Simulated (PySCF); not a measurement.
**Ti+ (titanium, charge +1): UHF calculation**

Configuration: [Ar] 3d2 4s1, high-spin 4F determinant. Calculation: PySCF 2.14, in pcseg-2; the non-relativistic Hamiltonian (point nucleus).

```json
{
  "Total energy": "-848.193561 hartree",
  "One-electron energy": "-1157.5179 hartree",
  "Hartree (Coulomb) energy": "350.2934 hartree",
  "Exchange energy": "-40.9691 hartree",
  "Kinetic energy": "849.02302 hartree",
  "⟨S²⟩": "3.7527",
  "⟨L²⟩": "12.038",
  "Sum of ⟨r⟩": "17.29 bohr",
  "Sum of ⟨r²⟩": "29.39 bohr²",
  "Density at the nucleus (Gaussians lack the cusp)": "7050 bohr⁻³",
  "Spin density at the nucleus": "2.98 bohr⁻³",
  "Langevin diamagnetic susceptibility": "-23.3 ×10⁻⁶ cm³/mol",
  "Time after the integrals": "0.34 s of wall time on 1 thread of Neoverse-V1 (shared host)"
}
```

| shell | electrons | mean orbital energy (hartree) | rms radius, mean of both spins (bohr) |
| --- | --- | --- | --- |
| 1s α | 1 | -183.48659 | 0.0813 |
| 1s β | 1 | -183.48340 | 0.0813 |
| 2s α | 1 | -21.67051 | 0.354 |
| 2s β | 1 | -21.62956 | 0.354 |
| 2p α | 3 | -18.04208 | 0.322 |
| 2p β | 3 | -18.00406 | 0.322 |
| 3s α | 1 | -3.19576 | 1.09 |
| 3s β | 1 | -3.05521 | 1.09 |
| 3p α | 3 | -2.13375 | 1.19 |
| 3p β | 3 | -1.97024 | 1.19 |
| 3d α | 2 | -0.71088 | 1.62 |
| 4s α | 1 | -0.47600 | 3.52 |
